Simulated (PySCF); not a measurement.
# One molecule, several mistakes: Ge2H2O2

These are calculations, not measurements. They come from PySCF 2.14.0, an open-source quantum chemistry program, on an isolated molecule that a program drew, which may never have been made. The molecule is Ge2H2O2 (charge 0, singlet), drawn as the SMILES string `[O]=[GeH][O][GeH]`.

Each row is a Hartree-Fock (HF) and frozen-core CCSD(T) single point in the cc-pVDZ basis, meant for a local HF minimum. Run 1 is clean. Each other run has one planted mistake out of seven kinds, and not every kind appears here: one electron removed, one electron added, multiplicity raised by two, geometry at a saddle point, minimal basis STO-3G, one bond length entered in bohr, all coordinates scaled. The reference is restricted for singlets and unrestricted otherwise, and also for a bond in bohr. Adding or removing an electron swaps singlet and doublet. Electrons count all cores. HOMO and LUMO are orbital energies over both spins, the gradient is its largest component, and the lowest frequency (negative if imaginary) is given only where the gradient is small. Bond lengths are over the 5 bonds as drawn. T1 is the CCSD diagnostic: over 0.02 (restricted) or 0.045 (unrestricted) a single reference is doubtful. Germanium has the cc-pVDZ-PP basis, with a core potential (ECP10MDF) in place of its 10 inner electrons, and its 3s, 3p and 3d shells are frozen in CCSD(T).

Geometry of the clean run:
```xyz
6
Ge2H2O2, angstrom
O     0.5227    2.6075    2.0107
Ge    1.6161    2.2958    0.8638
O     1.6238    0.8515   -0.0979
Ge    0.4821   -0.4274   -0.6788
H     2.8126    3.1195    0.4317
H    -0.8095    0.5050   -0.7523
```

```
run  electrons  basis functions  <S^2>  HOMO (eV)  LUMO (eV)  gradient (hartree/bohr)  lowest frequency (cm^-1)  mean bond (Å)  longest bond (Å)      T1  HF (hartree)  CCSD(T) (hartree)                          mistake
  1         82               84  0.000      -9.65       0.41                  9.0e-06                        73         1.6541             1.810  0.0259    -737.62033         -738.20534                         no fault
  2         83               84  0.765      -0.96       6.07                  6.2e-02                         -         1.6541             1.810  0.0265    -737.62949         -738.21927               one electron added
  3         82               84  2.015      -7.96      -0.86                  2.8e-02                         -         1.6541             1.810  0.0277    -737.56176         -738.12748       multiplicity raised by two
  4         82               84  0.898      -7.61       0.22                  4.3e-03                         -         1.9378             3.014  0.0428    -737.54486         -738.11350  one bond length entered in bohr
  5         81               84  0.785     -15.65      -7.88                  7.5e-02                         -         1.6541             1.810  0.0418    -737.29905         -737.86828             one electron removed
  6         82               84  0.000      -9.86       0.12                  6.2e-02                         -         1.7748             1.942  0.0333    -737.58700         -738.19419                                ?
```

**Which mistake was planted in run 6, and what did it cost?**

The mean and the longest bond both change by the same factor, 1.073, and the gradient is no longer small. So the mistake is: all coordinates scaled. Subtracting run 1 and multiplying by 627.51 kcal/mol a hartree, the energy moved by 20.9 kcal/mol in HF and 7.0 kcal/mol in CCSD(T).

Cautions from the logs. Run 1: T1 is over the limit, so its CCSD(T) energy is less reliable; run 6: T1 is over the limit, so its CCSD(T) energy is less reliable.
